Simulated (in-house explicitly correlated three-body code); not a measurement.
The numbers below are computed, except where a source is named.
# Two electrons around a charge Z: functional-driven and density-driven errors

The exact non-relativistic ground state comes from a variational code in 260 exponentially correlated functions, the Kohn-Sham parts from inverting its density (past Z = 6 the correlation energy is taken as exact minus Hartree-Fock, equal to within microhartrees), and self-consistent runs (Hartree-Fock is restricted) from a B-spline radial code. Z may be fractional; the second electron is bound down to Z = 0.911.

The total error of a self-consistent run is the error on the exact density (functional-driven) plus the energy gained by relaxing to the functional's own density (density-driven, never positive). «Unbound» marks a run whose level isn't bound or that didn't converge.

| Z | LDA PW92 functional (mEh) | LDA PW92 density (mEh) | BLYP functional (mEh) | BLYP density (mEh) | RPBE functional (mEh) | RPBE density (mEh) |
| --- | --- | --- | --- | --- | --- | --- |
| 0.95 | +12.53 | unbound | -1.83 | unbound | -6.39 | unbound |
| 1.245 | ? | ? | ? | ? | ? | ? |
| 1.76 | +55.74 | -1.53 | -2.59 | -1.25 | -6.34 | -1.00 |
| 2.38 | +96.25 | -1.86 | -0.73 | -1.41 | -5.22 | -1.14 |
| 3.14 | +149.9 | -2.10 | +2.63 | -1.49 | -3.51 | -1.24 |
| 4.2 | +229.2 | -2.30 | +8.12 | -1.50 | -0.89 | -1.32 |
| 5.9 | ? | ? | ? | ? | ? | ? |
| 7.8 | +515.9 | -2.58 | +28.28 | -1.45 | +8.55 | -1.44 |

**Question.** What belongs in the row Z = 1.245?

**Answer.** LDA PW92 functional (mEh): +26.11; LDA PW92 density (mEh): -1.01; BLYP functional (mEh): -2.79; BLYP density (mEh): -0.94; RPBE functional (mEh): -6.78; RPBE density (mEh): -0.84.

**Question.** What belongs in the row Z = 5.9?

**Answer.** LDA PW92 functional (mEh): +362.2; LDA PW92 density (mEh): -2.47; BLYP functional (mEh): +17.54; BLYP density (mEh): -1.48; RPBE functional (mEh): +3.53; RPBE density (mEh): -1.40.

**Question.** Which part of the error is larger?

**Answer.** LDA PW92: functional-driven +515.9, density-driven -2.58 mEh at Z = 7.8; BLYP: functional-driven +28.28, density-driven -1.45 mEh at Z = 7.8; RPBE: functional-driven +8.55, density-driven -1.44 mEh at Z = 7.8. The density-driven part is second order in the error of the density, so it stays small unless the second electron is loosely bound.
